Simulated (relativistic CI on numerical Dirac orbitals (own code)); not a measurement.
# Ir22+: sensitivity of the levels to the model

Base calculation: Dirac-Coulomb-Breit CI, KLI orbitals optimised for each configuration, a model potential for QED, unscaled Slater integrals.

CI space (outside the closed core [Ar] 3d10): 4s2.4p6.4d10.4f9, 4s2.4p6.4d10.4f8.5s, 4s2.4p6.4d10.4f7.5s2, 4s2.4p6.4d10.4f8.5p, 4s2.4p6.4d10.4f7.5s.5p, 4s2.4p6.4d8.4f11, 4s2.4p5.4d10.4f10, 4s2.4p6.4d10.4f8.6s, 4p6.4d10.4f11. Levels of other configurations are missing.

Variants: (1) P86 correlation estimate; (2) QED terms removed; (3) non-relativistic limit. Shifts of the energy above 4s2.4p6.4d10.4f9 6H°_15/2, in cm⁻¹, for the lowest level and the first level of each name with at least 55 % of one term (blank where a level changes its place among those of its configuration and J or its character, or is not in the variant):

| Level | Base | Δ(1) | Δ(2) | Δ(3) |
| --- | --- | --- | --- | --- |
| 4s2.4p6.4d10.4f9 6H°_15/2 | 0.0 | 0.0 | 0.0 | 0.0 |
| 4s2.4p6.4d10.4f9 6H°_13/2 | 18222.7 | -0.1 | -88.6 | -18222.7 |
| 4s2.4p6.4d10.4f9 6H°_9/2 | 32951.7 | +0.5 | -110.3 |  |
| 4s2.4p6.4d10.4f9 6F°_5/2 | 43462.0 | +1.0 | -122.2 | -31135.0 |
| 4s2.4p6.4d10.4f9 6F°_1/2 | 46139.9 | +1.3 | -102.1 | -33812.9 |
| 4s2.4p6.4d10.4f9 4G°_11/2 | 57939.1 | +1.5 | -114.5 |  |
| 4s2.4p6.4d10.4f9 4M°_21/2 | 60360.4 | -1.6 | -68.9 | -9811.3 |
| 4s2.4p6.4d10.4f9 4M°_17/2 | 82355.3 | -0.9 | -160.8 |  |
| 4s2.4p6.4d10.4f9 4M°_19/2 | 85204.1 | -1.2 | -165.0 |  |
| 4s2.4p6.4d10.4f9 4F°_3/2 | 88969.3 | +2.1 | -70.8 |  |
| 4s2.4p6.4d10.4f9 4L°_17/2 | 90540.9 | -0.2 | -138.1 | -30613.6 |
| 4s2.4p6.4d10.4f9 4H°_7/2 | 100690.0 | +1.7 | -159.6 | -37821.2 |
| 4s2.4p6.4d10.4f9 4K°_11/2 | 101108.2 | +0.5 | -194.5 |  |

At this charge energies of transitions that change n are usually good to better than 1 %, and those within a shell (Δn = 0) to a few per cent. Terms inside the open d or f shell come out 10 to 20 % too wide with unscaled integrals.

Ionisation energy from the two ground configurations alone: base 646.406 eV; P86 correlation estimate 648.399 eV. The NIST ASD value (theoretical) is 670 eV. The gap of more than 2 % comes from missing correlation, or from a tabulated value that is itself an estimate.

LS names give the leading component of a level, which can be under half, so a name can repeat, a term be missing and a line seem to break the LS rules.
